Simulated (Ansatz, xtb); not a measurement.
Breaking the Ga1–H2 bond in GaH4N (SMILES [NH2][GaH2]) (multiplicity 1 held, fragments rigid). Energies count from the point at 1.562 Å.
Geometry at that point (charge 0, multiplicity 1):
```xyz
6

Ga     0.0071    -0.1752    -0.3421
H     -1.2916    -0.0769    -1.2036
H      1.3319    -0.9094    -0.7224
N     -0.0268     0.6560     1.2808
H     -0.8205     1.1614     1.6389
H      0.7460     0.6643     1.9262
```

R- and RO- levels are restricted; in cc, def2 and unpolarised 6-31G sets they are followed outwards from rest. Unrestricted levels (U-) break spin symmetry where that is lower. Active spaces are followed from a long bond inwards. Levels need not reach the same state.

Frozen-core correlation. Filled d and f shells under p-block atoms count as core.

Codes used: Ansatz (Gaussian basis) for Hartree–Fock, density functionals and correlated methods; xtb for the GFN methods.  The GFN methods have no spin term and hold the electronic entropy of 300 K.

Energies in eV.

```json
[
 {"R (Å)": "1.249", "GFN2-xTB": "1.00", "R-HF/cc-pVTZ": "1.24", "U-SCS-MP2/cc-pVTZ": "1.25", "U-CCSD(T)/cc-pVTZ": "1.27", "FIC-MRCISD+Q on CASSCF(2,2)/cc-pVTZ": "1.26"},
 {"R (Å)": "1.405", "GFN2-xTB": "0.14", "R-HF/cc-pVTZ": "0.26", "U-SCS-MP2/cc-pVTZ": "0.26", "U-CCSD(T)/cc-pVTZ": "0.28", "FIC-MRCISD+Q on CASSCF(2,2)/cc-pVTZ": "0.27"},
 {"R (Å)": "1.562", "GFN2-xTB": "0.00", "R-HF/cc-pVTZ": "0.00", "U-SCS-MP2/cc-pVTZ": "0.00", "U-CCSD(T)/cc-pVTZ": "0.00", "FIC-MRCISD+Q on CASSCF(2,2)/cc-pVTZ": "0.00"},
 {"R (Å)": "1.718", "GFN2-xTB": "0.12", "R-HF/cc-pVTZ": "0.14", "U-SCS-MP2/cc-pVTZ": "0.12", "U-CCSD(T)/cc-pVTZ": "0.11", "FIC-MRCISD+Q on CASSCF(2,2)/cc-pVTZ": "0.11"},
 {"R (Å)": "1.874", "GFN2-xTB": "0.34", "R-HF/cc-pVTZ": "0.48", "U-SCS-MP2/cc-pVTZ": "0.45", "U-CCSD(T)/cc-pVTZ": "0.41", "FIC-MRCISD+Q on CASSCF(2,2)/cc-pVTZ": "0.42"},
 {"R (Å)": "2.108", "GFN2-xTB": "0.76", "R-HF/cc-pVTZ": "1.16", "U-SCS-MP2/cc-pVTZ": "1.10", "U-CCSD(T)/cc-pVTZ": "1.02", "FIC-MRCISD+Q on CASSCF(2,2)/cc-pVTZ": "1.02"},
 {"R (Å)": "2.342", "GFN2-xTB": "1.21", "R-HF/cc-pVTZ": "1.90", "U-SCS-MP2/cc-pVTZ": "1.98", "U-CCSD(T)/cc-pVTZ": "1.65", "FIC-MRCISD+Q on CASSCF(2,2)/cc-pVTZ": "1.65"},
 {"R (Å)": "2.733", "GFN2-xTB": "1.96", "R-HF/cc-pVTZ": "3.04", "U-SCS-MP2/cc-pVTZ": "3.07", "U-CCSD(T)/cc-pVTZ": "2.56", "FIC-MRCISD+Q on CASSCF(2,2)/cc-pVTZ": "2.53"},
 {"R (Å)": "3.123", "GFN2-xTB": "2.61", "R-HF/cc-pVTZ": "4.01", "U-SCS-MP2/cc-pVTZ": "3.45", "U-CCSD(T)/cc-pVTZ": "3.19", "FIC-MRCISD+Q on CASSCF(2,2)/cc-pVTZ": "3.12"},
 {"R (Å)": "3.592", "GFN2-xTB": "3.22", "R-HF/cc-pVTZ": "4.94", "U-SCS-MP2/cc-pVTZ": "3.60", "U-CCSD(T)/cc-pVTZ": "3.55", "FIC-MRCISD+Q on CASSCF(2,2)/cc-pVTZ": "3.48"},
 {"R (Å)": "4.216", "GFN2-xTB": "3.69", "R-HF/cc-pVTZ": "5.86", "U-SCS-MP2/cc-pVTZ": "3.65", "U-CCSD(T)/cc-pVTZ": "3.65", "FIC-MRCISD+Q on CASSCF(2,2)/cc-pVTZ": "3.64"},
 {"R (Å)": "4.997", "GFN2-xTB": "3.91", "R-HF/cc-pVTZ": "6.63", "U-SCS-MP2/cc-pVTZ": "3.66", "U-CCSD(T)/cc-pVTZ": "3.66", "FIC-MRCISD+Q on CASSCF(2,2)/cc-pVTZ": "3.68"}
]
```

Doubts at one or more of the structures used: a restricted determinant that unrestricted orbitals would lower (R-HF/cc-pVTZ); a spin-contaminated determinant (U-SCS-MP2/cc-pVTZ, U-CCSD(T)/cc-pVTZ); T1 above 0.05 (U-CCSD(T)/cc-pVTZ).

Ansatz is a first-principles code.
